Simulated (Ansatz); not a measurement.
Input for Ansatz (a quantum-chemistry and plane-wave program): R-r2SCAN/def2-TZVPP on H2O2Zr (SMILES [OH][Zr][OH]), 2S+1 = 1, a spin state set in the input, which need not be the lowest. Elements past Kr take the def2 small-core potentials; no spin–orbit coupling.

Ansatz 0.2 input:
```yaml
crystal:
  periodic: [false, false, false]
  atoms:
    - {symbol: Zr, position_ang: [-0.03681204, -0.98617114, -0.23854875]}
    - {symbol: O, position_ang: [1.29099746, 0.08198546, -1.08190658]}
    - {symbol: H, position_ang: [1.74981868, 0.90284031, -1.26002497]}
    - {symbol: O, position_ang: [-1.31931020, -0.32628513, 1.00042867]}
    - {symbol: H, position_ang: [-1.73856506, 0.35727705, 1.52293741]}
basis:
  gaussian:
    orbitals: def2-TZVPP
hamiltonian:
  xc: {name: r2SCAN}
```

Question: Predict the final total energy.

Answer: -198.7656 hartree.
